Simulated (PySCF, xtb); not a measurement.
C4H3Br, SMILES C#CC(=C)Br.

Harmonic wavenumbers (cm⁻¹) from GFN2-xTB in xtb 6.7.1 at its own minimum, in rising order: 129, 220, 305, 383, 479, 525, 633, 678, 706, 875, 905, 1104, 1376, 1647, 2246, 3110, 3149, 3396.

**Question.** What does B3LYP-D3(BJ)/def2-SVP in PySCF give at its own minimum? (An estimate is asked for; the answer gives what the named calculation found.)

**Answer.** 154, 264, 330, 428, 563, 608, 680, 707, 709, 906, 917, 1147, 1396, 1665, 2214, 3156, 3267, 3469. Paired by order, the mean absolute difference is 43 cm⁻¹ and the zero-point energies are 31.3 and 32.3 kcal/mol.
